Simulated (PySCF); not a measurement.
## Magnetisability: SMILES [SiH3]c1cc[p-]c1, [C4H6PSi]-, charge -1

Molfile (atoms numbered from 1):
```
C4H6PSi
     RDKit          3D

 12 12  0  0  0  0  0  0  0  0999 V2000
   -1.9050    0.1771    0.0197 Si  0  0  0  0  0  4  0  0  0  0  0  0
   -0.0881   -0.1318    0.0171 C   0  0  0  0  0  0  0  0  0  0  0  0
    0.8985    0.8762   -0.0403 C   0  0  0  0  0  0  0  0  0  0  0  0
    2.1778    0.3837   -0.0554 C   0  0  0  0  0  0  0  0  0  0  0  0
    2.2311   -1.3665   -0.0033 P   0  0  0  0  0  0  0  0  0  0  0  0
    0.4977   -1.3965    0.0376 C   0  0  0  0  0  0  0  0  0  0  0  0
   -2.6696   -0.7852    0.8407 H   0  0  0  0  0  0  0  0  0  0  0  0
   -2.5603    0.1243   -1.3114 H   0  0  0  0  0  0  0  0  0  0  0  0
   -2.2517    1.5133    0.5489 H   0  0  0  0  0  0  0  0  0  0  0  0
    0.6616    1.9348   -0.0667 H   0  0  0  0  0  0  0  0  0  0  0  0
    3.0740    0.9903   -0.0920 H   0  0  0  0  0  0  0  0  0  0  0  0
   -0.0648   -2.3206    0.0791 H   0  0  0  0  0  0  0  0  0  0  0  0
  1  2  1  0
  2  3  1  0
  3  4  2  0
  4  5  1  0
  5  6  1  0
  6  2  2  0
  1  7  1  0
  1  8  1  0
  1  9  1  0
  3 10  1  0
  4 11  1  0
  6 12  1  0
M  CHG  1   5  -1
M  END
```

The calculation used GIAO PBE/aug-pcSseg-1 magnetisability, rotational g tensor and spin-rotation constants, non-relativistic, gas phase in PySCF. Geometry: GFN2-xTB.

For an ion the centre-of-mass motion in the field is neglected.

(1) How diamagnetic is it, and how anisotropic?

(2) Split it along the inertial axes a, b, c into diamagnetic and paramagnetic parts about the centre of mass, with the quadrupole moment.

(3) And the rotational g tensor?

## Answers

(1) Isotropic -1299 × 10⁻³⁰ J/T², or -78.3 × 10⁻⁶ cm³/mol; principal values -1964, -1032, -902 × 10⁻³⁰ J/T², anisotropy 1004 × 10⁻³⁰ J/T² (root of half the summed squared differences of the principal values). The susceptibility is in cgs units.

(2) 
| axis | χ (10⁻⁶ cm³/mol) | diamagnetic (10⁻⁶ cm³/mol) | paramagnetic (10⁻⁶ cm³/mol) | summed x² of all electrons (Å²) | quadrupole Θ (D Å) |
| --- | --- | --- | --- | --- | --- |
| a | -62.1 | -308.2 | 246.1 | 205.2 | -19.09 |
| b | -54.4 | -937.2 | 882.7 | 56.9 | +11.29 |
| c | -118.2 | -1112.0 | 993.8 | 15.7 | +7.80 |

Anisotropies 2χaa − χbb − χcc = +48.5 and 2χbb − χaa − χcc = +71.4 × 10⁻⁶ cm³/mol. Θ is traceless in Buckingham's convention.

(3) 
```tsv
axis	rotational constant (GHz)	g	nuclear part	electronic part
a	6.6549	-0.1440	0.6255	-0.7695
b	1.4390	-0.0484	0.5484	-0.5968
c	1.1986	-0.0032	0.5564	-0.5596
```
Asymmetric top; isotopes 12C, 1H, 31P, 28Si; no vibrational averaging.
